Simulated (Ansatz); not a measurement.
`F[Si]1(Cl)C[SiH2]1` + `C[S][GeH2][OH]` → `O[Si]1(F)C[SiH2]1` + `C[S][GeH2][Cl]`  (redistribution)

Program: Ansatz. Geometries: PBE0-D4/def2-TZVP. ΔE: electronic, gas phase. CCSD(T)/CBS is the MP2 limit (def2-TZVPP, def2-QZVPP) plus CCSD(T) − MP2 in def2-TZVPP, frozen cores. Functionals use def2-TZVPP. For Ge outer-core shells are correlated without core-valence functions, which leaves a few kJ/mol of doubt a bond. Scalar relativity is left out up to krypton. Each species was taken in one conformer, which may not be the lowest.

`F[Si]1(Cl)C[SiH2]1`:

```xyz
9

F    -1.216   -1.815    1.181
Si   -0.979   -0.388    0.521
Cl   -2.781    0.539    0.328
C     0.165   -0.316   -0.930
Si    0.971    0.696    0.518
H    -0.132    0.230   -1.824
H     0.700   -1.231   -1.186
H     2.221    0.122    1.070
H     1.050    2.163    0.323
```

`C[S][GeH2][OH]`:

```xyz
10

C    -1.230    0.745   -0.965
S     0.332   -0.042   -1.453
Ge    0.918   -0.974    0.463
O     1.790    0.137    1.548
H    -1.060    1.617   -0.334
H    -1.887    0.039   -0.458
H    -1.714    1.073   -1.885
H     1.930   -2.084    0.179
H    -0.375   -1.448    1.160
H     1.297    0.936    1.745
```

`O[Si]1(F)C[SiH2]1`:

Z-matrix (Å, degrees):
```
Si
F 1 1.596
C 1 1.852 2 114.3
O 1 1.628 2 110.3 3 138.8
Si 1 2.226 2 122.3 3 -64.0
H 3 1.090 1 119.1 2 -4.5
H 3 1.090 1 118.9 2 136.8
H 4 0.960 1 118.3 2 -61.6
H 5 1.483 1 123.4 2 -162.3
H 5 1.483 1 122.7 2 1.5
```

`C[S][GeH2][Cl]`:

```xyz
9

C    -0.294   -1.525   -0.046
S    -0.855   -0.217    1.080
Ge    0.292    1.464    0.264
Cl   -0.314    1.841   -1.780
H    -0.563   -1.290   -1.075
H     0.781   -1.684    0.036
H    -0.810   -2.435    0.257
H    -0.025    2.714    1.088
H     1.788    1.133    0.175
```

| level | ΔE (kJ/mol) |
| --- | --- |
| r2SCAN-D4 | -50.4 |
| B2PLYP | -51.7 |
| SCS-MP2/def2-TZVPP | -50.1 |
| MP2/CBS(def2) | -49.9 |

Question: What does CCSD(T)/CBS give? (An estimate is asked.)

Answer: Computed: -50.8 kJ/mol. The listed levels differ from it by 0.4, -0.9, 0.7, 0.9 kJ/mol.

Largest T1 diagnostic among the species: 0.013.

From PBE to PBE0 (25 % exact exchange), in def2-TZVPP and without D4, ΔE moves by −4.6 kJ/mol. In def2-TZVPP, CCSD(T) changes the Hartree–Fock value by +10.3 kJ/mol (the triples alone add +2.1 kJ/mol) and MP2 by +11.2 kJ/mol.
